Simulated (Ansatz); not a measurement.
Program: Ansatz. Geometries: PBE0-D4/def2-TZVP. ΔE: electronic, gas phase. CBS: MP2 limit from def2 TZ/QZ plus the TZ coupled-cluster correction, frozen cores. This one scheme is used for every species. DFT in def2-TZVPP. One conformer a species, not always the lowest.

Consider the ligand exchange at the Si–S bond: `N[SiH2]S[SiH2]N` + `C=N` → `C=N[SiH2]N` + `N[SiH2]S`.

`N[SiH2]S[SiH2]N`:

Cartesian coordinates in Å:
```
N 1.629 -1.433 -0.038
Si 1.245 -0.235 1.119
S 0.733 1.731 0.386
Si -1.273 1.266 -0.133
N -1.313 -0.144 -1.128
H 0.895 -1.697 -0.678
H 2.525 -1.409 -0.498
H 0.087 -0.707 1.915
H 2.449 -0.019 1.957
H -1.794 2.509 -0.765
H -2.102 0.926 1.050
H -2.160 -0.694 -1.130
H -0.920 -0.094 -2.056
```

`C=N`:

Cartesian coordinates in Å:
```
C -0.381 -0.041 -0.072
N 0.821 0.067 -0.434
H -0.726 -0.038 0.969
H -1.154 -0.147 -0.836
H 1.439 0.159 0.374
```

`C=N[SiH2]N`:

Cartesian coordinates in Å:
```
C -1.176 1.313 0.945
N -0.033 0.807 0.810
Si 0.472 -0.041 -0.635
N 1.007 -1.638 -0.353
H -1.450 1.839 1.868
H -1.966 1.271 0.175
H -0.670 -0.116 -1.595
H 1.606 0.741 -1.183
H 1.869 -1.805 0.141
H 0.340 -2.370 -0.173
```

`N[SiH2]S`:

```xyz
8

N     0.810   -0.754   -0.907
Si    0.143    0.418    0.138
S    -1.529   -0.368    1.240
H     1.629   -1.271   -0.634
H     0.249   -1.258   -1.573
H    -0.378    1.598   -0.598
H     1.249    0.824    1.040
H    -2.174    0.809    1.295
```

| level | ΔE (kJ/mol) | difference from CCSD(T)/CBS |
| --- | --- | --- |
| PBE-D4 | 41.7 | 6.8 |
| r2SCAN-D4 | 36.2 | 1.3 |
| PBE0-D4 | 40.6 | 5.7 |
| B2PLYP | 26.2 | -8.7 |
| PBE | 34.8 | -0.1 |
| r2SCAN | 34.3 | -0.6 |
| PBE0 | 34.3 | -0.6 |
| HF/def2-TZVPP | 14.1 | -20.8 |
| MP2/def2-TZVPP | 35.7 | 0.8 |
| SCS-MP2/def2-TZVPP | 30.6 | -4.3 |
| CCSD/def2-TZVPP | 30.3 | -4.6 |
| CCSD(T)/def2-TZVPP | 34.0 | -0.9 |
| MP2/def2-QZVPP | 35.6 | 0.7 |
| HF/CBS(def2) | 12.2 | -22.7 |
| MP2/CBS(def2) | 36.6 | 1.7 |
| CCSD/CBS(def2) | 31.2 | -3.7 |
| CCSD(T)/CBS | 34.9 | 0 |

Largest T1 diagnostic among the species: 0.012.

In def2-TZVPP, CCSD(T) changes the Hartree–Fock value by +19.9 kJ/mol (the triples alone add +3.7 kJ/mol) and MP2 by +21.6 kJ/mol. The D4 term adds +11.1 kJ/mol with B3LYP and +6.3 kJ/mol with PBE0; it sums over pairs of atoms, weighted by their polarisabilities, and B3LYP, whose exchange is more repulsive, gets the larger term.

B3LYP here is the variant with VWN-RPA as its local correlation; programs differ in this.
